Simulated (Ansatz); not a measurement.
Gas-phase electronic energies from Ansatz, PBE0-D4/def2-TZVP geometries. CCSD(T)/CBS adds triple-zeta CCSD(T) − MP2 to the extrapolated MP2 energy (def2 sets, frozen cores). This one scheme is used for every species. Functionals use def2-TZVPP. Each species was taken in one conformer, which may not be the lowest.

`CBO` + `O[SiH2]F` → `CBO[SiH2]F` + H₂O  (ligand exchange at a B–O bond)

`CBO`:

Z-matrix (Å, degrees):
```
C
B 1 1.559
H 1 1.096 2 110.2
H 1 1.092 2 113.4 3 122.1
H 1 1.096 2 110.2 3 -115.8
O 2 1.357 1 119.4 3 -122.1
H 2 1.207 1 121.8 3 57.8
H 6 0.960 2 113.1 1 180.0
```

`O[SiH2]F`:

```xyz
6

O    -0.607   -0.227   -1.096
Si    0.199    0.238    0.242
F     1.483   -0.679    0.483
H    -1.100   -1.048   -1.081
H     0.658    1.617   -0.008
H    -0.635    0.100    1.459
```

`CBO[SiH2]F`:

Z-matrix (Å, degrees):
```
C
B 1 1.556
H 1 1.096 2 110.0
H 1 1.096 2 109.7 3 -115.1
H 1 1.091 2 113.8 3 122.6
O 2 1.363 1 120.6 3 -123.2
H 2 1.207 1 121.5 3 56.6
Si 6 1.637 2 131.8 1 -177.5
F 8 1.591 6 108.3 2 101.6
H 8 1.479 6 110.8 2 -16.6
H 8 1.475 6 108.1 2 -141.8
```

H₂O:

```xyz
3

O    -0.327   -0.046   -0.206
H    -0.094    0.692    0.362
H     0.421   -0.645   -0.156
```

```csv
level,ΔE (kJ/mol)
ωB97X-V,9.8
CCSD/CBS(def2),4.2
```

(1) What does CCSD(T)/CBS give? (Estimate.)

Largest T1 diagnostic among the species: 0.012.

Results:

(1) Computed: +4.5 kJ/mol. The listed levels differ from it by 5.3, -0.3 kJ/mol.

The D4 term adds −4.8 kJ/mol with B3LYP and −2.9 kJ/mol with PBE0; it sums over pairs of atoms, weighted by their polarisabilities, and B3LYP, whose exchange is more repulsive, gets the larger term. From PBE to PBE0 (25 % exact exchange), in def2-TZVPP and without D4, ΔE moves by −3.1 kJ/mol.

B3LYP here is the variant with VWN-RPA as its local correlation; programs differ in this.
